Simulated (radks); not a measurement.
Spherical jellium clusters: N electrons in a uniform positive sphere of charge N and radius rs N^(1/3), rs = 2.94 bohr. Method: non-relativistic Kohn-Sham, LDA (Slater exchange, Perdew-Wang correlation), spin-polarised, spherical densities; computed with a radial shooting solver with Libxc functionals. Levels are named by radial order and angular momentum (1s, 1p, 1d, 2s, ...), and open shells are averaged over m.

N = 11, configuration 1s2 1p6 1d(up 3, down 0). This is the lowest configuration that the search found. Occupied and some empty levels:

level,occupation,eigenvalue (eV),<r> (bohr)
1s up,1,-7.1143,4.235
1s down,1,-6.7664,4.113
1p up,3,-5.1514,5.224
1p down,3,-4.6922,5.192
1d up,3,-2.8817,6.156
1d down,0,-2.4037,6.235
2s up,0,-2.3286,6.152
2s down,0,-2.0594,6.317
2p up,0,-0.65004,9.366
1f up,0,-0.58194,7.597
2p down,0,-0.47196,10.03
1f down,0,-0.19425,8.162

Energy (eV): total -15.4331, kinetic 32.762, external -581.00, Hartree 280.56, exchange-correlation -49.888, background 302.14.
